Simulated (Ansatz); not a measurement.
`CC(=O)O[SiH3]` + `[NH2][SnH2][OH]` → `[CH3][SnH]([NH2])[OH]` + `O=CO[SiH3]`  (formal exchange of groups at a C–C bond)

Computed with Ansatz on PBE0-D4/def2-TZVP structures; ΔE is electronic, products minus reactants. CCSD(T)/CBS adds triple-zeta CCSD(T) − MP2 to the extrapolated MP2 energy (def2 sets, frozen cores). DFT in def2-TZVPP. B3LYP here is the variant with VWN-RPA as its local correlation; programs differ in this. def2 core potentials past Kr. For Sn outer-core shells are correlated without core-valence functions, which leaves a few kJ/mol of doubt a bond. Each species was taken in one conformer, which may not be the lowest.

Problem. Is it downhill or uphill in electronic energy at CCSD(T)/CBS, and by how much? (Estimate.)

Solution. Computed: Downhill: ΔE = -13.7 kJ/mol.

Problem. What do these levels give: PBE-D4, PBE0-D4, B3LYP-D4, CCSD/def2-TZVPP, CCSD(T)/def2-TZVPP, MP2/CBS(def2)? (An estimate is asked.)

Solution. Ansatz gave: PBE-D4 -7.4, PBE0-D4 -4.3, B3LYP-D4 -7.2, CCSD/def2-TZVPP -9.7, CCSD(T)/def2-TZVPP -11.2, MP2/CBS(def2) -18.9 kJ/mol.

Largest T1 diagnostic among the species: 0.016.

From PBE to PBE0 (25 % exact exchange), in def2-TZVPP and without D4, ΔE moves by +3.2 kJ/mol. In def2-TZVPP, CCSD(T) changes the Hartree–Fock value by −12.7 kJ/mol (the triples alone add −1.5 kJ/mol) and MP2 by −17.9 kJ/mol.
